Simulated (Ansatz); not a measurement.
Cartesian coordinates in Å:
```
B 0.5003 -0.3331 2.1475
Si 0.7903 0.2081 0.2353
C -0.7305 -0.0454 -0.8537
S -0.3860 0.4698 -2.5494
H -0.5347 -0.7717 2.5575
H 1.3957 -0.2182 2.9324
H 1.1857 1.6466 0.1949
H 1.9278 -0.5801 -0.3232
H -1.0051 -1.1028 -0.8230
H -1.5558 0.5371 -0.4365
H -1.5878 0.1896 -3.0819
```

Total charge 0; spin multiplicity 1.

List the B3LYP/def2-TZVPP orbital energies in eV (the Gaussian-basis code of Ansatz). (Estimate.)

The calculation gave: Occupied: -2417.83, -1798.67, -277.45, -215.81, -184.25, -160.39, -160.29, -160.13, -143.26, -98.58, -98.58, -98.55, -21.31, -17.62, -14.89, -13.21, -12.10, -11.91, -10.17, -9.42, -9.40, -8.69, -8.19, -6.61. Lowest empty: -2.74, -0.03, 0.46, 1.25, 1.30, 1.80, 2.01, 2.19.

B3LYP here is the variant with VWN-RPA as its local correlation; programs differ in this.
